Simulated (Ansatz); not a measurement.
Reaction (redistribution): `N[SiH2][SeH]` + `OCOC[SiH3]` → `[SiH3]C[SeH]` + `N[SiH2]OCO`

Computed with Ansatz on PBE0-D4/def2-TZVP structures; ΔE is electronic, products minus reactants. CBS: MP2 limit from def2 TZ/QZ plus the TZ coupled-cluster correction, frozen cores. DFT in def2-TZVPP. B3LYP here is the variant with VWN-RPA as its local correlation; programs differ in this. For Se outer-core shells are correlated without core-valence functions, which leaves a few kJ/mol of doubt a bond. Scalar relativity is left out up to krypton. Each species was taken in one conformer, which may not be the lowest.

`N[SiH2][SeH]`:

Cartesian coordinates in Å:
```
N -1.272 -0.286 0.376
Si 0.316 -0.530 -0.210
Se 1.918 1.009 0.357
H -1.441 -0.214 1.367
H -1.900 0.311 -0.139
H 0.205 -0.596 -1.686
H 0.877 -1.774 0.370
H 1.298 2.080 -0.435
```

`OCOC[SiH3]`:

```xyz
13

O    -0.158   -1.569    1.799
C    -0.868   -1.137    0.677
O    -0.070   -1.003   -0.458
C     0.875    0.061   -0.371
Si    0.145    1.714   -0.942
H     0.184   -2.448    1.614
H    -1.653   -1.845    0.393
H    -1.317   -0.180    0.969
H     1.707   -0.203   -1.029
H     1.288    0.128    0.642
H     1.173    2.781   -0.792
H    -1.047    2.081   -0.133
H    -0.259    1.620   -2.369
```

`[SiH3]C[SeH]`:

```xyz
9

Si   -0.215   -0.163   -1.054
C    -0.213   -0.405    0.804
Se    0.337    1.228    1.732
H    -1.188    0.896   -1.423
H    -0.582   -1.431   -1.745
H     1.145    0.242   -1.496
H    -1.228   -0.598    1.158
H     0.417   -1.236    1.122
H     1.528    1.466    0.903
```

`N[SiH2]OCO`:

Cartesian coordinates in Å:
```
N 0.012 1.279 2.067
Si -0.418 0.759 0.505
O 0.365 -0.640 0.073
C 0.616 -0.977 -1.257
O -0.553 -1.229 -1.977
H 0.952 1.561 2.291
H -0.469 0.922 2.876
H -1.884 0.542 0.533
H -0.021 1.784 -0.496
H 1.276 -1.851 -1.241
H 1.109 -0.154 -1.786
H -0.985 -1.996 -1.589
```

```csv
level,ΔE (kJ/mol),difference from CCSD(T)/CBS
PBE0-D4,-76.9,13.2
B3LYP-D4,-84.5,5.6
B2PLYP,-89.8,0.3
PBE,-70.9,19.2
r2SCAN,-81.4,8.7
B3LYP,-83.7,6.4
HF/def2-TZVPP,-94.8,-4.7
HF/def2-QZVPP,-96.4,-6.3
MP2/def2-QZVPP,-97.7,-7.6
MP2/CBS(def2),-96.4,-6.3
CCSD(T)/CBS,-90.1,0
```

Largest T1 diagnostic among the species: 0.012.

From PBE to PBE0 (25 % exact exchange), in def2-TZVPP and without D4, ΔE moves by −5.9 kJ/mol.
